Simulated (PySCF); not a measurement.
pent-1-en-4-yne (C5H6), SMILES C(CC=C)#C. Coordinates come from a B3LYP-D3(BJ)/def2-SVP optimisation. Other conformers were not sampled.

**Question.** Give the equilibrium geometry at B3LYP-D3(BJ)/def2-SVP (PySCF confirms it by a frequency run) as a Z-matrix. (Estimate from the structure and the level; the computed values follow.)

**Answer.** Several could match; the one computed here: 
```
C
H 1 1.1035
H 1 1.1066 2 106.26
C 1 1.4651 2 109.74 3 117.00
C 4 1.2110 3 150.18 1 177.86
H 5 1.0734 3 161.06 1 179.05
C 1 1.5118 2 109.89 3 -118.19
C 7 1.3336 1 124.49 2 1.26
H 8 1.0932 7 121.41 1 179.36
H 8 1.0951 9 116.99 7 -179.96
H 7 1.0961 8 119.97 9 -0.69
```
Charge 0, spin multiplicity 1.
